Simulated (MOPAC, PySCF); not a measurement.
C$_{8}$H$_{7}$ClSSi, SMILES `[SiH3]c1ccc(Cl)c2ccsc12`, neutral singlet in the gas phase. 

Cartesian coordinates (Å):
SMILES: [SiH3]c1ccc(Cl)c2ccsc12
```xyz
18

Si     2.8690     0.4385    -0.2282
C      1.1287    -0.2412    -0.0375
C      0.9073    -1.5821     0.2805
C     -0.3828    -2.1141     0.4284
C     -1.4913    -1.3020     0.2582
Cl    -3.0827    -1.9565     0.4403
C     -1.3363     0.0593    -0.0634
C     -2.3287     1.0703    -0.2823
C     -1.7758     2.2779    -0.5751
S     -0.0454     2.2514    -0.6002
C     -0.0179     0.5570    -0.2038
H      3.1109     1.5426     0.7500
H      3.8364    -0.6717     0.0144
H      3.0684     0.9916    -1.6025
H      1.7613    -2.2500     0.4215
H     -0.5235    -3.1668     0.6775
H     -3.4004     0.8844    -0.2194
H     -2.2973     3.2114    -0.7843
```
Charge 0, multiplicity 1.

All levels are single points at this geometry (PBE0-D3(BJ)/def2-SVP); Pople sets use spherical d functions. Orbital energies aren't observables, and empty levels follow the basis.

```
level                            HOMO (eV)  LUMO (eV)  gap (eV)  dipole (D)  vertical IE, Delta-SCF (eV)
-------------------------------  ---------  ---------  --------  ----------  ---------------------------
PBE0-D3(BJ)/def2-TZVP in PySCF       -6.56      -1.35      5.21        0.39                         8.10
ωB97X-D3(BJ)/def2-TZVP in PySCF      -8.61       0.57      9.19        0.34                         8.34
B3LYP/6-31G* in PySCF                -6.13      -1.14      4.99        0.42                         7.90
BP86/6-31G* in PySCF                 -5.51      -1.91      3.61        0.42                            –
PBE/6-31G* in PySCF                  -5.42      -1.82      3.61        0.41                         7.76
SVWN5/6-31G* in PySCF                -5.57      -1.99      3.58        0.45                         7.93
AM1 in MOPAC                         -8.66      -0.50      8.16        0.98                            –
PM3 in MOPAC                         -8.67      -0.57      8.10        0.72                            –
PM7 in MOPAC                         -8.71      -0.85      7.86        1.44                            –
```
